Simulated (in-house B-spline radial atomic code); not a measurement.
Ionising Xe³⁺ with different functionals

Computed with a B-spline radial code for spherical atoms: scalar-relativistic (spin-free X2C) Hamiltonian, Fermi nucleus of rms radius 4.7859 fm, spin-polarised at highest spin, spherical fractional occupations for the functionals, the average over the highest-spin determinants for Hartree-Fock. The ionisation energy is the difference of two self-consistent energies, [Kr] 4d10 5s2 5p3 → [Kr] 4d10 5s2 5p2, without Breit or QED terms; ε is the level of the shell that loses the electron (its least bound occupied spin orbital). There is no spin-orbit coupling in this Hamiltonian.

Hybrids are left out here: with spherical fractional occupations of an open shell their exact exchange keeps a self-interaction that integer-occupation calculations don't have.

```csv
method,rung,ΔSCF (eV),-ε(5p) (eV)
Hartree-Fock,Hartree-Fock,43.05,43.39
LDA VWN5,LDA,43.51,38.16
LDA PW92,LDA,43.50,38.15
LDA exchange-only,LDA,42.39,37.09
PBE,GGA,?,?
PBEsol,GGA,43.42,38.10
BLYP,GGA,?,?
RPBE,GGA,43.35,38.06
PW91,GGA,43.45,38.13
BP86,GGA,43.47,38.14
AM05,GGA,43.39,38.07
OLYP,GGA,43.41,38.09
TPSS,meta-GGA,43.48,38.22
SCAN,meta-GGA,43.87,38.65
r2SCAN,meta-GGA,43.87,38.63
revTPSS,meta-GGA,43.54,38.28
```

Task: What does PBE give?

Result: ΔSCF 43.38 eV, and -ε(5p) = 38.08 eV.

Task: What does BLYP give?

Result: ΔSCF 43.10 eV, and -ε(5p) = 37.74 eV.

Task: How do they compare with the NIST value?

Result: NIST lists 42.2 eV ± 0.2 (measured, ground level to ground level). Errors run from +0.19 to +1.67 eV. The correlated functionals all miss on the same side by more than they spread, so the cause is common to them (spin-orbit coupling, Breit-QED terms, multiplet and fine-structure energies, or a listed next ion that isn't the cheapest removal here) and closeness doesn't rank the functionals. Hartree-Fock also lacks correlation.
